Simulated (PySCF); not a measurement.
Si(NH2)(SH) (H3NSSi), SMILES N[Si]S (connectivity only; charge and spin as stated), neutral, multiplicity 1. Coordinates come from a r2SCAN-D4/def2-TZVP optimisation. The values are those of a single conformer.

TDA-M06-2X/def2-SVPD in PySCF puts the lowest singlet excitations at 4.49, 5.41, 6.06, 6.14, 6.32, 6.58 eV.

Q: What are the lowest excitation roots from ADC(2)/aug-cc-pVDZ in PySCF 2.14.0? (An estimate is asked for; the answer gives what the named calculation found.)

A: 4.53, 5.24, 5.85, 6.03, 6.05, 6.36 eV. S1 differs by 0.04 eV (second minus first; roots are paired by order, and the bases may differ).
